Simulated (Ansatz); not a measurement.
Al₅Ru₂⁻, relaxed as a singlet with RKS PBE-D4/def2-SVPD in Ansatz, starting from the GFN1-xTB geometry. Force threshold 0.02 eV/Å.

In the def2 sets Ru takes a core potential; there is no spin–orbit coupling. The restricted singlet is unstable towards broken spin symmetry in Hartree–Fock (as tested in another run); at PBE-D4/def2-SVPD this wasn't settled. Another isomer (singlet) lies 0.51 eV lower at PBE0-D4/def2-TZVPD; other spin states weren't run for this one.

Start:

```tsv
atom	x (Å)	y (Å)	z (Å)
Ru1	1.6899	0.8547	-0.0836
Ru2	0.3686	0.2128	-1.8461
Al3	-1.3001	1.8782	0.2926
Al4	0.0123	0.6719	2.0971
Al5	-2.0718	-0.3358	-0.6791
Al6	1.7117	-1.7200	-0.6525
Al7	-0.4106	-1.5619	0.8715
```

Q: Estimate the energy that the relaxation releases and the steps that it takes.

A: 76.2 kcal/mol, in 9 steps; 67 s on 4 threads of Intel Xeon on a shared host. No frequencies were taken in this run, so the end may be a saddle point.

Q: Does the start keep its bonding and symmetry?

A: Bonds formed: Al3–Al7 (atoms count from 1). Metal–metal contacts that move far: Ru1–Al7 3.34 to 2.44 Å, Ru2–Al7 3.34 to 2.44 Å, Ru2–Al3 3.18 to 2.53 Å, Ru1–Al3 3.18 to 2.53 Å. Point group Cs at the start, Cs at the end, both within 0.05 Å.

Q: Predict the relaxed structure.

A: 
```xyz
7

Ru    1.3639    0.5927    0.3729
Ru   -0.0684   -0.1086   -1.5277
Al   -0.9457    1.6009    0.1222
Al    0.4978    0.9812    2.5604
Al   -2.4183   -0.4493   -1.3094
Al    1.9449   -1.5225   -0.9042
Al   -0.3741   -1.0943    0.6858
```
Bond lengths (bridged metal pairs left out): 8 × Al–Ru 2.38 to 2.54 Å; 4 × Al–Al 2.81 to 2.90 Å; 1 × Ru–Ru 2.48 Å.
